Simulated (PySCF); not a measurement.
Computed shifts of a molecule C4H2BrCl, PBE/pcSseg-1 (PySCF), GIAO, gas phase, atoms alike by connectivity averaged where their shifts nearly agree, in ppm (number of nuclei): ¹³C: 140.0 (1), 122.6 (1), 97.4 (1), 84.4 (1). ¹H: 6.76 (1), 3.93 (1). References: ¹³C against TMS (σ = 182.0 ppm); ³⁵Cl against HCl (σ = 936.5 ppm); ¹H against TMS (σ = 31.49 ppm), references at their B3LYP-D3(BJ)/def2-TZVP geometries, non-relativistic (without spin–orbit terms, shifts of atoms bonded to Cl or Br come out too high). Coordinates come from a ωB97X-D3(BJ)/def2-SVP optimisation. One conformer was computed; it need not be the lowest.

Problem. Pick the molecule that these values belong to.
(A) C#C/C=C(/Cl)Br
(B) C#C/C(Br)=C\Cl
(C) C#C/C(Cl)=C\Br

Solution. B, C#C/C(Br)=C\Cl
